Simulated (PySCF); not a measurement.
Cl2Se, charge -1, multiplicity 2. Atoms are numbered in the order given.

```xyz
3

Se     0.0000     0.0000     0.1055
Cl     0.0000    -2.4647    -0.1055
Cl     0.0000     2.4647    -0.1055
```
Charge -1, spin multiplicity 2.

Geometry optimised at B3LYP-D3(BJ)/def2-SVPD. The multiplicity is an assumed one; other spin states were not compared. The isomer is the one that the SMILES or the coordinates give; other isomers of the formula were not compared.

Computed with B3LYP-D3(BJ)/def2-SVPD (PySCF 2.14.0).

Frequencies are harmonic and unscaled.

| mode | ν (cm⁻¹) | IR (km/mol) | moving atoms (share of kinetic energy) |
|---|---|---|---|
| 1 | 27 | 3.8 | Cl 54 %, Se 46 % |
| 2 | 213 | 296.8 | Cl 53 %, Se 47 % |
| 3 | 241 | 0.3 | Cl 99 % |
